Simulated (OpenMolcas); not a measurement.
In+: effect of the active space

- Program: OpenMolcas 26.06
- Method: CASSCF or its RAS form
- Basis: ANO-RCC-VTZP
- Scalar Hamiltonian: DKH2, point nucleus
- Spin-orbit coupling: RASSI with atomic mean-field integrals over the reference wave functions, term energies averaged over their components

A. 2 electrons in 4 orbitals (5s 5p); 2S+1 = 3 even, 3 roots; 2S+1 = 1 even, 7 roots; 2S+1 = 3 odd, 3 roots; 2S+1 = 1 odd, 3 roots; cost about 23 core-seconds
B. 2 electrons in 8 orbitals (5s 5p 6s 6p); 2S+1 = 3 even, 3 roots; 2S+1 = 1 even, 7 roots; 2S+1 = 3 odd, 3 roots; 2S+1 = 1 odd, 3 roots; cost of the order of 19 core-seconds
C. 2 electrons in 9 orbitals (RAS2 5s 5p; RAS3 5d, at most 2 electrons); 2S+1 = 3 even, 3 roots; 2S+1 = 1 even, 7 roots; 2S+1 = 3 odd, 3 roots; 2S+1 = 1 odd, 3 roots; cost about 21 core-seconds

Energies in cm-1 above 5s2 1S0, the measured ground level; measured values from NIST Handbook of Basic Atomic Spectroscopic Data.

| Level | A | B | C | Measured |
| --- | --- | --- | --- | --- |
| 5s2 1S0 | 0.0 | 0.0 | 0.0 | 0.0 |
| 5s 5p 3P* 0 | 36972 | 38318 | 36563 | 42276 |
| 5s 5p 3P* 1 | 37869 | 39214 | 37449 | 43351 |
| 5s 5p 3P* 2 | 39781 | 41125 | 39372 | 45830 |
| 5s 5p 1P* 1 | 65553 | 66819 | 61779 | 63038 |
| 5p2 3P0 | 96205 | 97739 | 95557 | 101608 |
| 5p2 3P1 | 97316 | 98627 | 96702 | 103249 |
| 5p2 3P2 | 98876 | 100183 | 98847 | 105565 |
| 5p2 1D2 | 106320 | 107475 | 95051 | 97628 |

Deviations, from unrounded energies. A percentage is the sum of absolute deviations over the sum of measured energies, with the sign that they share, or ± where signs differ.

```json
{"Against measurement": "mean absolute deviation (cm-1)", "Levels": "8", "A": "5800", "B": "5000", "C": "5200"}
{"Against measurement": "other configurations (%)", "Levels": "8", "A": "±7.6", "B": "±6.7", "C": "-6.8"}
```

B, C lie about equally close to measurement and A furthest from it. The largest miss of B in the table is 5p2 1D2, by +9800 cm-1. The ranking rests on the paired levels alone, and a cruder setting can come out closer through cancelling errors.

Among A to C the level of the table that moves most is 5p2 1D2, by 12000 cm-1 (lowest in C, highest in B).

Without dynamic correlation excited terms often stand tens of per cent too high (terms of higher spin than the ground term too low), and those without a measured partner can miss by more than the paired ones. The ¹D term of p² mixes with s d, which this space lacks (holds for A; B). The run also gave levels led by 5s 6s, which use shells meant for correlation; these and all levels above them are left out (holds for B). Some levels mix across a computed gap that differs much from the measured one, so their mixing is not that of the real levels (holds for C). Active for correlation alone: 5d; no level in the range computed is led by a configuration that fills it, so any true level of that kind is missing (holds for C). Some terms mix strongly with configurations of 5d, whose occupation reaches 0.20 (5p2 1D) (holds for C). Measured partners are found by configuration, term and J. A level has none where our copy of the source lacks it or the pairing is in doubt (some pairs that miss far off the trend of their configuration count as doubtful), and it then counts in no deviation. Only configurations of the active space appear. Levels that lie high or do not pair safely by name in every column are left out.

* marks odd parity.
